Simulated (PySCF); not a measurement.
**Two-component Hartree-Fock for Pt+ (platinum, charge +1)**

Start: [Xe] 4f14 5d9; 5d3/2 filled at m_j = -1/2, +1/2, +3/2; 5d5/2 filled at m_j = -5/2, -3/2, -1/2, +1/2, +3/2, +5/2. Calculated with PySCF 2.14 in x2c-SVPall-2c: generalised Hartree-Fock with the X2C-1e Hamiltonian and a Gaussian nucleus; one run each with spin-orbit coupling (SO) screened by Boettger's factors, then bare. This is a chosen level, not necessarily the ground level.

```json
{"spinor shell": "1s1/2", "electrons": "2", "ε, screened SO (eV)": "-78806.1", "ε, bare SO (eV)": "-78804.4", "weight of nominal j (bare SO)": "1.000", "rms radius, bare SO (bohr)": "0.0194"}
{"spinor shell": "2s1/2", "electrons": "2", "ε, screened SO (eV)": "-13997.1", "ε, bare SO (eV)": "-13996.6", "weight of nominal j (bare SO)": "1.000", "rms radius, bare SO (bohr)": "0.0782"}
{"spinor shell": "2p1/2", "electrons": "2", "ε, screened SO (eV)": "-13393.4", "ε, bare SO (eV)": "-13433.3", "weight of nominal j (bare SO)": "1.000", "rms radius, bare SO (bohr)": "0.0661"}
{"spinor shell": "2p3/2", "electrons": "4", "ε, screened SO (eV)": "-11658.7", "ε, bare SO (eV)": "-11646.4", "weight of nominal j (bare SO)": "1.000", "rms radius, bare SO (bohr)": "0.0742"}
{"spinor shell": "3s1/2", "electrons": "2", "ε, screened SO (eV)": "-3360.6", "ε, bare SO (eV)": "-3360.5", "weight of nominal j (bare SO)": "1.000", "rms radius, bare SO (bohr)": "0.200"}
{"spinor shell": "3p1/2", "electrons": "2", "ε, screened SO (eV)": "-3090.4", "ε, bare SO (eV)": "-3099.2", "weight of nominal j (bare SO)": "1.000", "rms radius, bare SO (bohr)": "0.191"}
{"spinor shell": "3p3/2", "electrons": "4", "ε, screened SO (eV)": "-2703.0", "ε, bare SO (eV)": "-2700.2", "weight of nominal j (bare SO)": "1.000", "rms radius, bare SO (bohr)": "0.207"}
{"spinor shell": "3d3/2", "electrons": "4", "ε, screened SO (eV)": "-2256.8", "ε, bare SO (eV)": "-2264.1", "weight of nominal j (bare SO)": "1.000", "rms radius, bare SO (bohr)": "0.182"}
{"spinor shell": "3d5/2", "electrons": "6", "ε, screened SO (eV)": "-2175.0", "ε, bare SO (eV)": "-2170.2", "weight of nominal j (bare SO)": "1.000", "rms radius, bare SO (bohr)": "0.186"}
{"spinor shell": "4s1/2", "electrons": "2", "ε, screened SO (eV)": "-764.25", "ε, bare SO (eV)": "-764.24", "weight of nominal j (bare SO)": "1.000", "rms radius, bare SO (bohr)": "0.441"}
{"spinor shell": "4p1/2", "electrons": "2", "ε, screened SO (eV)": "-648.20", "ε, bare SO (eV)": "-650.35", "weight of nominal j (bare SO)": "1.000", "rms radius, bare SO (bohr)": "0.446"}
{"spinor shell": "4p3/2", "electrons": "4", "ε, screened SO (eV)": "-554.99", "ε, bare SO (eV)": "-554.33", "weight of nominal j (bare SO)": "1.000", "rms radius, bare SO (bohr)": "0.480"}
{"spinor shell": "4d3/2", "electrons": "4", "ε, screened SO (eV)": "-364.23", "ε, bare SO (eV)": "-365.80", "weight of nominal j (bare SO)": "1.000", "rms radius, bare SO (bohr)": "0.497"}
{"spinor shell": "4d5/2", "electrons": "6", "ε, screened SO (eV)": "-347.02", "ε, bare SO (eV)": "-346.01", "weight of nominal j (bare SO)": "1.000", "rms radius, bare SO (bohr)": "0.508"}
{"spinor shell": "5s1/2", "electrons": "2", "ε, screened SO (eV)": "-128.28", "ε, bare SO (eV)": "-128.29", "weight of nominal j (bare SO)": "1.000", "rms radius, bare SO (bohr)": "1.03"}
{"spinor shell": "4f5/2", "electrons": "6", "ε, screened SO (eV)": "-101.09", "ε, bare SO (eV)": "-102.19", "weight of nominal j (bare SO)": "1.000", "rms radius, bare SO (bohr)": "0.563"}
{"spinor shell": "4f7/2", "electrons": "8", "ε, screened SO (eV)": "-97.785", "ε, bare SO (eV)": "-96.974", "weight of nominal j (bare SO)": "1.000", "rms radius, bare SO (bohr)": "0.567"}
{"spinor shell": "5p1/2", "electrons": "2", "ε, screened SO (eV)": "-87.850", "ε, bare SO (eV)": "-88.212", "weight of nominal j (bare SO)": "0.999", "rms radius, bare SO (bohr)": "1.15"}
{"spinor shell": "5p3/2", "electrons": "4", "ε, screened SO (eV)": "-74.084", "ε, bare SO (eV)": "-73.975", "weight of nominal j (bare SO)": "0.999", "rms radius, bare SO (bohr)": "1.20"}
{"spinor shell": "5d3/2", "electrons": "3", "ε, screened SO (eV)": "-20.729", "ε, bare SO (eV)": "-20.887", "weight of nominal j (bare SO)": "0.975", "rms radius, bare SO (bohr)": "1.73"}
{"spinor shell": "5d5/2", "electrons": "6", "ε, screened SO (eV)": "-19.125", "ε, bare SO (eV)": "-19.036", "weight of nominal j (bare SO)": "0.992", "rms radius, bare SO (bohr)": "1.80"}
```

| quantity | screened SO | bare SO |
| --- | --- | --- |
| E (hartree) | -18425.14173 | -18426.75573 |
| M_J | 3/2 | 3/2 |
| ⟨J²⟩ | 3.786 | 3.791 |
| ⟨L²⟩ | 6.268 | 6.265 |
| ⟨S²⟩ | 0.949 | 0.952 |

Each row is a mean over spinors that exchange with the open shell spreads, by up to 3.564 eV (5p1/2).

Breit and QED terms are absent; they matter most for the inner s and p1/2 levels.

Densities and radii are taken from the X2C orbitals without a picture-change correction, which distorts them close to the nucleus.
